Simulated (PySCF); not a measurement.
## Spinor energies of Ta⁺ (tantalum, charge +1)

Start: [Xe] 4f14 5d2 6s1 6p1; 5d5/2 filled at m_j = +3/2, +5/2; 6s1/2 filled at m_j = +1/2; 6p3/2 filled at m_j = +3/2. Calculated with PySCF 2.14 in x2c-SVPall-2c with one added diffuse shell each of s, d type (8s9p10d2f, 99 functions): generalised Hartree-Fock with the X2C-1e Hamiltonian and a Gaussian nucleus; one run each with spin-orbit coupling (SO) switched off, then screened by Boettger's factors. This is a chosen level, not necessarily the ground level.

```
spinor shell  electrons  ε, spin-free (eV)  ε, screened SO (eV)  weight of nominal j (screened SO)  rms radius, screened SO (bohr)
       1s1/2          2           -67784.6             -67765.1                              1.000                          0.0212
       2s1/2          2           -11796.9             -11790.9                              1.000                          0.0853
       2p1/2          2           -10342.7             -11249.3                              1.000                          0.0726
       2p3/2          4           -10342.7              -9972.8                              1.000                          0.0799
       3s1/2          2            -2773.8              -2771.9                              1.000                           0.218
       3p1/2          2            -2333.6              -2531.3                              1.000                           0.210
       3p3/2          4            -2333.6              -2251.6                              1.000                           0.225
       3d3/2          4            -1814.4              -1849.6                              1.000                           0.199
       3d5/2          6            -1814.4              -1789.4                              1.000                           0.203
       4s1/2          2            -607.61              -607.14                              1.000                           0.488
       4p1/2          2            -460.56              -506.46                              1.000                           0.497
       4p3/2          4            -460.56              -441.57                              1.000                           0.530
       4d3/2          4            -268.57              -275.68                              1.000                           0.557
       4d5/2          6            -268.57              -263.57                              1.000                           0.569
       5s1/2          2            -99.795              -99.822                              1.000                            1.18
       5p1/2          2            -60.551              -66.448                              0.979                            1.36
       5p3/2          4            -60.551              -58.198                              0.988                            1.40
       4f5/2          6            -53.502              -54.451                              0.989                           0.699
       4f7/2          8            -53.502              -52.588                              0.992                           0.704
       5d5/2          2            -20.381              -20.175                              0.847                            2.17
       6s1/2          1            -17.492              -17.511                              0.946                            3.23
       6p3/2          1            -10.794              -10.667                              1.000                            4.51
```

```tsv
quantity	spin-free	screened SO
E (hartree)	-15591.85815	-15609.10246
M_J	6	6
⟨J²⟩	42.011	42.014
⟨L²⟩	20.010	20.257
⟨S²⟩	6.001	6.034
```

Each row is a mean over spinors that exchange with the open shell spreads, by up to 5.581 eV (5p3/2).

Rows whose weight is well below 1 are mixtures of j = l ± 1/2: exchange outweighs spin-orbit coupling there, and the label is only the starting occupation.

Breit and QED terms are absent; they matter most for the inner s and p1/2 levels.

Densities and radii are taken from the X2C orbitals without a picture-change correction, which distorts them close to the nucleus.

Without spin-orbit coupling the j labels of p, d and f shells carry no meaning; the spin-free column gives the mean over the occupied spinors of each nl shell.
